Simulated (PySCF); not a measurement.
SMILES C1=C/CCCCCC/1, C8H14

Cartesian coordinates in Å; atom numbers follow the order of the lines, from 1:
```xyz
22

C     0.614   -1.391    0.540
C    -0.275   -1.558   -0.444
C    -1.719   -1.259   -0.248
C    -1.876    0.251   -0.541
C    -0.877    1.175    0.177
C     0.557    1.314   -0.406
C     1.737    0.745    0.401
C     1.948   -0.783    0.290
H     0.246   -1.351    1.575
H     0.088   -1.552   -1.481
H    -2.392   -1.837   -0.902
H    -2.014   -1.460    0.796
H    -1.790    0.415   -1.630
H    -2.902    0.558   -0.273
H    -1.331    2.179    0.181
H    -0.818    0.888    1.242
H     0.760    2.390   -0.534
H     0.584    0.899   -1.428
H     2.665    1.253    0.085
H     1.599    1.010    1.465
H     2.297   -1.029   -0.728
H     2.730   -1.104    0.997
```

Level of theory: quadratic response CAM-B3LYP/aug-cc-pVDZ first hyperpolarisability, Taylor convention, gas phase (PySCF 2.14.0). Geometry: PBE0-D3(BJ)/def2-SVP.

(1) Give β for the processes computed.

(2) Which lowest excitations, dipole and polarisabilities go with it?

Results:

(1) In au, Taylor convention; the vector part is βᵢ = ⅓ Σⱼ (βᵢⱼⱼ + βⱼᵢⱼ + βⱼⱼᵢ); β∥ is 3/5 of the vector part along the dipole, the dipole points from − to +:
| process | λ (nm) | β vector norm | β∥ | β HRS | depolarisation ratio |
| --- | --- | --- | --- | --- | --- |
| static β(0;0,0) | ∞ | 77.0 | 46.2 | 32.0 | 4.96 |
| second harmonic β(−2ω;ω,ω) | 1907 | 79.6 | 47.8 | 33.2 | 4.93 |
| Pockels β(−ω;ω,0) | 1907 | 77.9 | 46.7 | – | – |
| second harmonic β(−2ω;ω,ω) | 1064 | 85.7 | 51.4 | 36.2 | 4.82 |
| Pockels β(−ω;ω,0) | 1064 | 79.8 | 47.9 | – | – |

(2) S1 6.03 eV (f = 0.032); S2 6.12 eV (f = 0.020); S3 6.37 eV (f = 0.189); dipole 0.88 D; isotropic α 95.2 au static, 95.5 au at 1907 nm, 96.0 au at 1064 nm, 96.2 au at 953.5 nm, 98.6 au at 532 nm.
